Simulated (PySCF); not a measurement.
The scaffold silaethenyl-X carries different groups X. All species are isolated molecules in the gas phase. One relaxed conformer stands for each flexible species; it need not be the lowest. Strings in code marks are SMILES.

Quantity: vertical ionisation energy (energy after one electron is removed minus that of the parent at the parent's geometry), in eV.

Level 1: ωB97X-D3(BJ)/def2-TZVP // PBE0-D3(BJ)/def2-TZVP (PySCF)
Level 2: PBE/6-31G* // PBE0-D3(BJ)/def2-TZVP (PySCF)
Level 3: SVWN5/6-31G* // PBE0-D3(BJ)/def2-TZVP (PySCF)
Level 4: minus the HOMO energy of PBE-D3(BJ)/def2-TZVP // PBE0-D3(BJ)/def2-TZVP (PySCF)

```csv
species,level 2,level 3,level 4
`C=[SiH]N`,7.54,7.78,4.67
`C=[SiH]CF` (C–Si–C–F torsion 128°),8.64,8.90,5.68
`C=[SiH]Cl`,8.73,8.98,5.66
`C#C[SiH]=C`,8.31,8.56,5.57
`C=C[SiH]=C` (C–C–Si–C torsion 15°),8.02,8.27,5.29
`C=[SiH]O[SiH3]` (C–Si–O–Si torsion 1°),8.16,8.39,5.26
`C=[SiH]S` (C–Si–S–H torsion 1°),8.18,8.40,5.29
`C=[SiH][SiH3]`,8.52,8.75,5.68
`C=[SiH2]`,8.83,9.09,5.67
`C=[SiH]SC` (C–Si–S–C torsion 0°),7.87,8.07,5.13
`C=[SiH]F`,8.76,9.04,5.62
`C=[SiH][SeH]` (C–Si–Se–H torsion 0°),8.01,8.23,5.27
```

Question: What does level 1 give for each, and how far do the other levels lie from it on average?

Answer: 
- `C=[SiH]N`: 7.85
- `C=[SiH]CF` (C–Si–C–F torsion 128°): 8.74
- `C=[SiH]Cl`: 8.76
- `C#C[SiH]=C`: 8.45
- `C=C[SiH]=C` (C–C–Si–C torsion 15°): 8.14
- `C=[SiH]O[SiH3]` (C–Si–O–Si torsion 1°): 8.35
- `C=[SiH]S` (C–Si–S–H torsion 1°): 8.33
- `C=[SiH][SiH3]`: 8.54
- `C=[SiH2]`: 8.79
- `C=[SiH]SC` (C–Si–S–C torsion 0°): 8.11
- `C=[SiH]F`: 8.91
- `C=[SiH][SeH]` (C–Si–Se–H torsion 0°): 8.26
Mean absolute difference from level 1, which has limits of its own, over these rows (drawn at random from the members that have all these levels): level 2 0.143 eV, level 3 0.125 eV, level 4 3.04 eV.
